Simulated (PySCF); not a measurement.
# Computed properties of diethyl sulfide (C4H10S), SMILES CCSCC

diethyl sulfide (C4H10S), SMILES CCSCC. Geometry optimised at PBE0-D3(BJ)/def2-SVP. One conformer was computed; it need not be the lowest. All values are computed for the isolated molecule unless a solvent is named; none is compared with measurement here.

**Structure.** All 39 harmonic modes at PBE0-D3(BJ)/def2-SVP (PySCF) are real, so it is a minimum. With heavy atoms numbered as in [CH3:1][CH2:2][S:3][CH2:4][CH3:5], the shortest bond between them is C1–C2 at 1.517 Å and the longest C2–S3 at 1.816 Å.

**Vibrations.** The strongest infrared lines (harmonic, unscaled, degenerate partners summed) lie at 3058 cm⁻¹ (38 km/mol, H 96 %), 1281 cm⁻¹ (25 km/mol, H 76 %, C 24 %), 3146 cm⁻¹ (19 km/mol, H 91 %, C 9 %). The softest mode is at 51 cm⁻¹ and the zero-point energy is 83.6 kcal/mol.

**Electronic structure.** CAM-B3LYP/def2-TZVP (PySCF) places the frontier levels at -7.55 and 1.79 eV, a gap of 9.34 eV, and gives a dipole moment of 1.60 D and a mean polarisability of 69.6 bohr³.

**Excitations.** TDA-ωB97X/def2-SVPD (PySCF) has S1 at 5.65 eV (219 nm, f = 0.000, dark); the most intense of the 10 singlets computed lies at 8.70 eV (f = 0.12). T1 (TDA) is at 5.23 eV, 0.42 eV under S1. No vertical singlet excitation falls in the visible range (under 3.1 eV).

**NMR.** GIAO shifts at B3LYP/pcSseg-1 (PySCF) (non-relativistic, atoms alike by connectivity averaged): ¹³C from 18.1 to 35.6 ppm against TMS; ¹H from 1.5 to 2.6 ppm against TMS.
